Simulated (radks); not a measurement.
Problem. Pr46+, 13 electrons, occupied as [Ne] 3s2 3p1. Method: Dirac Kohn-Sham, PBE, spin-unpolarised, spherical densities, finite nucleus; open shells fill j = l - 1/2 first; Fermi nuclear charge, rms radius 4.8919 fm; computed with a radial shooting solver on a logarithmic mesh with Libxc functionals. Some entries of the table are withheld. Estimate them.

orbital  occ.  eigenvalue (eV)  r(max) (bohr)
1s1/2       2        -44921.75            (1)
2s1/2       2        -9697.201            (2)
2p1/2       2        -9372.169        0.06593
2p3/2       4        -8874.054        0.07115
3s1/2       2        -3904.884         0.2324
3p1/2       1        -3789.045            (3)
3p3/2       0        -3659.830            (4)
3d3/2       0        -3501.420         0.1754
3d5/2       0        -3470.034         0.1780
4s1/2       0        -2086.493         0.4587
4p1/2       0        -2037.554         0.4485
4p3/2       0        -1986.208         0.4615
4f5/2       0        -1868.888            (5)
4f7/2       0        -1863.719            (6)

Solution. 
(1) 1s1/2 r(max) (bohr): 0.01541
(2) 2s1/2 r(max) (bohr): 0.08675
(3) 3p1/2 r(max) (bohr): 0.2176
(4) 3p3/2 r(max) (bohr): 0.2268
(5) 4f5/2 r(max) (bohr): 0.3316
(6) 4f7/2 r(max) (bohr): 0.3332
